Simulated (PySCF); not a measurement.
## Does the structure fit the spectrum?

A compound C5H9NOSi gives the data below (simulated from a calculation) and was assigned the structure `NCc1coc([SiH3])c1`.

13C{1H} NMR (computed): δ 180.6 (C), 158.5 (CH), 155.2 (CH2), 150.1 (C), 28.2 (CH3).

1H NMR (500 MHz, computed): δ 7.53 (s, 1H), 6.72 (m, 1H), 6.68 (m, 1H), 4.18 (s, 3H), 2.24 (s, 3H).

[PySCF 2.14: structure optimised with GFN2-xTB; GIAO PBE0/pcSseg-1 shieldings; one computed conformer; in vacuum; non-relativistic Hamiltonian; rapidly exchanging positions averaged]

Scale: 1H and 13C vs TMS (reference shieldings calculated alike).

Q: Compare with the shifts computed for the proposed structure, pairing carbons in order of shift.

A: Atoms are numbered as in `[NH2:1][CH2:2][c:3]1[cH:4][o:5][c:6]([SiH3:7])[cH:8]1`. Each H is labelled by its parent atom.

```json
{"atom": "C6", "computed for proposal": "152.9", "given list": "180.6", "difference": "-27.7"}
{"atom": "C4", "computed for proposal": "150.0", "given list": "158.5", "difference": "-8.5"}
{"atom": "C3", "computed for proposal": "139.9", "given list": "155.2", "difference": "-15.3"}
{"atom": "C8", "computed for proposal": "130.5", "given list": "150.1", "difference": "-19.6"}
{"atom": "C2", "computed for proposal": "42.7", "given list": "28.2", "difference": "+14.5"}
```

The rms difference is 18.3 ppm and the largest -27.7 ppm at C6 (substituted aromatic carbon next to the ring oxygen). The carbon types in order of shift don't match either: C, CH, C, CH, CH2 for the proposal against C, CH, CH2, C, CH3 in the data. The proposal doesn't fit.

Q: Which isomer fits?

A: `InChI=1S/C5H9NOSi/c1-4(8)3-6-5(2)7/h3H,1H2,2,8H3/b6-3-`.

Carbon types of the structure: 2 × C, 1 × CH, 1 × CH2, 1 × CH3, leaving 3 H on heteroatoms. δC 180.6: amide carbonyl carbon; lone-pair donation from the attached heteroatom keeps it upfield of a ketone carbonyl. δC 158.5: C=N carbon. δC 155.2: terminal =CH2 carbon; an sp2 carbon of a C=C bond. δC 150.1: fully substituted alkene carbon; the olefinic region.

Other isomers checked: C=C[C@H](C)O[SiH2]C#N (rms 39.4 ppm).

The data come from this structure; uniqueness wasn't tested.

Shifts are as computed. Against solution values, carbons near 30 ppm lie about +3 ppm off and those near 130 ppm about +5 ppm. Of 1211 compounds with measured shifts, 218 miss one by over three times the rms of a fit or turn the order of signals round; such compounds aren't used in these exercises. No couplings were computed; multiplicities are counted from neighbouring protons, with m where these are inequivalent, close in shift, in a saturated or five-membered ring or joined by F or P, and br s for small geminal =CH2 splittings.
